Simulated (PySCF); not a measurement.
Assignment exercise: C6H7N3Si

Numbering as in the mapped SMILES `[SiH3:1][c:2]1[cH:3][cH:4][c:5]2[n:6][nH:7][n:8][c:9]2[cH:10]1`; H(Xn) means a hydrogen on atom n.

No relativistic terms, a single conformation, isolated molecule, averaged over atoms made equivalent by symmetry, fast rotation or ring inversion. Shielding tensors at PBE0/pcSseg-1 (GIAO); structure optimised with GFN2-xTB; PySCF 2.14.

References, each an isolated molecule treated in the same way: TMS for 13C (σref 186.93), 1H (σref 31.72).

(1) Assign these signals to the numbered atoms. 13C{1H} NMR (computed): δ 148.8 (C), 148.2 (C), 137.6 (CH), 134.0 (CH), 133.0 (C), 124.3 (CH).

(2) Assign these signals to the numbered atoms. 1H NMR (600 MHz, computed): δ 11.86 (br s, 1H), 8.62 (s, 1H), 8.36 (d, 1H), 7.96 (d, 1H), 4.75 (s, 3H).

## Answers

(1) 
| δ (ppm) | atoms | environment | reason |
| --- | --- | --- | --- |
| 148.8 | C5 | ring-fusion aromatic carbon | – |
| 148.2 | C9 | ring-fusion aromatic carbon | – |
| 137.6 | C3 | aromatic CH | the aromatic region |
| 134.0 | C10 | aromatic CH | – |
| 133.0 | C2 | substituted aromatic carbon | – |
| 124.3 | C4 | aromatic CH | – |

C5 and C9; C10 and C2 lie closer than the usual error of such a calculation, so a measured spectrum could show them in the other order.

(2) 
11.86 → H(N7), hydrogen on a pyrrole-type ring nitrogen: exchangeable; this is the value without hydrogen bonding to other molecules
8.62 → H(C10), hydrogen on an aromatic CH: the ring current deshields protons in the ring plane
8.36 → H(C4), hydrogen on an aromatic CH
7.96 → H(C3), hydrogen on an aromatic CH
4.75 → H(Si1), hydrogen on a silicon bonded to C

OH and NH positions are those of a molecule without intermolecular hydrogen bonds; in solution they move with solvent, concentration and temperature, and exchange usually removes their couplings. Shifts are as computed. Against solution values, carbons near 30 ppm lie about +3 ppm off and those near 130 ppm about +5 ppm. Of 1211 compounds with measured shifts, 218 miss one by over three times the rms of a fit or turn the order of signals round; such compounds aren't used in these exercises. Multiplicities follow the n + 1 count of equivalent neighbours, as no J values were calculated; m marks all less simple cases, F and P coupling included.
